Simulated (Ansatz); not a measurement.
Geometry optimisation, RHF/def2-SVP in Ansatz 0.2.0.

The input (input.yaml):

```yaml
crystal:
  periodic: [false, false, false]
  atoms:
    - { symbol: B, position_ang: [-1.8298, 1.0733, 0.5061] }
    - { symbol: Sn, position_ang: [-0.7262, -0.355, -0.6987] }
    - { symbol: S, position_ang: [0.5584, 0.8124, -2.3725] }
    - { symbol: O, position_ang: [0.5458, -1.4003, 0.4937] }
    - { symbol: C, position_ang: [1.4127, -0.5356, 1.0303] }
    - { symbol: H, position_ang: [-2.5895, 0.7625, 1.3596] }
    - { symbol: H, position_ang: [-1.7452, 2.2749, 0.2736] }
    - { symbol: H, position_ang: [-1.7973, -1.4195, -1.5099] }
    - { symbol: H, position_ang: [1.2096, -0.3664, -2.7363] }
    - { symbol: H, position_ang: [2.0824, -1.0968, 1.7479] }
    - { symbol: H, position_ang: [2.0283, -0.0721, 0.2734] }
    - { symbol: H, position_ang: [0.9277, 0.2675, 1.6669] }
basis:
  gaussian: { orbitals: def2-SVP }
hamiltonian:
  xc: hf
relax:
  f_tol: 0.02
  max_steps: 50
```

Command:

```bash
$ ansatz run input.yaml --threads 2 --pin off --max-ram 3072MiB --backend cpu --events-out ev --progress --plain --runs-dir out
```

Q: Where does it end, and by what steps?

A: The run converged. The force dipped under the threshold on the way, but the program's further checks kept it going. After 29 steps the energy has fallen by 0.575 eV; H7 moved furthest, 1.20 Å.

```tsv
step	energy less start (eV)	largest force component (eV/Å)	accepted
0	0.0000	2.969	yes
2	-0.4892	0.792	yes
4	-0.5445	0.158	yes
6	-0.5560	0.040	yes
8	-0.5573	0.236	no
10	-0.5583	0.042	yes
12	-0.5596	0.116	yes
14	-0.5654	0.069	yes
16	-0.5588	0.557	no
18	-0.5676	0.280	no
20	-0.5719	0.042	yes
22	-0.5728	0.142	yes
24	-0.5666	0.404	no
26	-0.5750	0.080	yes
28	-0.5754	0.044	yes
29	-0.5755	0.017	yes
```

```xyz
12
Properties=species:S:1:pos:R:3
B -2.002 1.266 0.391
Sn -0.781 -0.286 -0.749
S 0.525 0.922 -2.419
O 0.500 -1.240 0.404
C 1.513 -0.696 1.177
H -1.854 1.416 1.569
H -2.800 1.941 -0.189
H -1.622 -1.571 -1.485
H 1.176 -0.151 -2.876
H 2.046 -1.500 1.688
H 2.243 -0.142 0.577
H 1.132 -0.013 1.947
```

Whether the end is a true minimum wasn't checked by a vibrational analysis.

The run took 56 s on 2 threads of Intel(R) Xeon(R) 6975P-C (Granite Rapids) (shared host), peak memory 0.31 GiB.
